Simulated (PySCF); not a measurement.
A structure optimised at B3LYP-D3(BJ)/def2-SVP, used in a PySCF frequency run:

```xyz
6

B      0.0000     0.0000    -0.6449
Br     0.0000     1.6769     0.3227
Br     0.0000    -1.6769     0.3227
N      0.0000     0.0000    -2.0310
H      0.0000    -0.8554    -2.5746
H      0.0000     0.8554    -2.5746
```
Charge 0, spin multiplicity 1.

### Question
Write its SMILES, formula and point group.

### Answer
NB(Br)Br, BBr2H2N, C2v

### Question
What are its rotational constants (standard atomic weights)?

### Answer
5.5149, 1.1209, 0.93157 GHz
